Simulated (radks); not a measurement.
Excited configurations of Mg: one electron is placed in a higher orbital outside [Ne] 3s1. The ground configuration is [Ne] 3s2. Method: non-relativistic Kohn-Sham, LDA (Slater exchange, Perdew-Wang correlation), spin-unpolarised, spherical densities, point nucleus; computed with a radial shooting solver on a logarithmic mesh with Libxc functionals. Excitation = E - E(ground); binding = E(ion) - E, where the ion is the core of charge +1; n* = 1/sqrt(2 binding) in atomic units, and the quantum defect is n - n*.

outer orbital,excitation (eV),binding (eV),n*,quantum defect
3p,3.505,4.550,1.729,1.271
4p,6.195,1.861,2.704,1.296
4d,6.946,1.110,3.501,0.499
5s,6.709,1.347,3.179,1.821
6p,7.362,0.694,4.428,1.572
6f,7.598,0.457,5.456,0.544
7s,7.487,0.568,4.892,2.108

The Delta-SCF ionisation energy is 8.056 eV (NIST Atomic Spectra Database: 7.646 eV, measured). Self-interaction in the functional shifts the binding energies and quantum defects, so they are the method's values and not measured ones. Spin polarisation and multiplet splitting are left out, so open shells lie too high by an amount that depends on their filling.

Beside tabulated values, note that spin-unpolarised runs miss the spin-polarisation part of the exchange energy of open shells.
